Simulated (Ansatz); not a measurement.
Stepwise reaction of `C[O][Sn][O]C` with ammonia, as a gas-phase model of exchange steps in deposition or etching. ΔE in kJ/mol; ΔG adds harmonic PBE0-D4 terms to CCSD(T)/CBS, at 1 bar.

Calculated with Ansatz (gas phase, PBE0-D4/def2-TZVP geometries, no zero-point term in ΔE). CBS: MP2 limit from def2 TZ/QZ plus the TZ coupled-cluster correction, frozen cores. This one scheme is used for every species. Functionals use def2-TZVPP. B3LYP here is the variant with VWN-RPA as its local correlation; programs differ in this. Elements past krypton have def2 core potentials. For Sn outer-core shells are correlated without core-valence functions, which leaves a few kJ/mol of doubt a bond. One conformer a species, not always the lowest.

| step | reaction | PBE-D4 | B3LYP-D4 | ωB97M-V | CCSD(T)/CBS | ΔG(400 K) |
| --- | --- | --- | --- | --- | --- | --- |
| 1 | `C[O][Sn][O]C` + NH₃ → `C[O][Sn][NH2]` + CH₃OH | 27.4 | 30.0 | 24.3 | 26.0 | 22.1 |
| 2 | `C[O][Sn][NH2]` + NH₃ → `[NH2][Sn][NH2]` + CH₃OH | 37.4 | 38.0 | 33.3 | 35.9 | 29.2 |

(1) By hand: ΔE of the 2 steps together at CCSD(T)/CBS.

Answers

(1) (26.0) + (35.9) = 61.9 kJ/mol, or 30.9 kJ/mol a step.

In ΔE each step is higher than the one before. All are uphill at CCSD(T)/CBS. ΔG lies between 22.1 and 29.2 kJ/mol a step. PBE-D4 differs from CCSD(T)/CBS by 1.4 to 1.5 kJ/mol a step. Isolated molecules leave out the surface, adducts and barriers. Largest T1 diagnostic: 0.017.
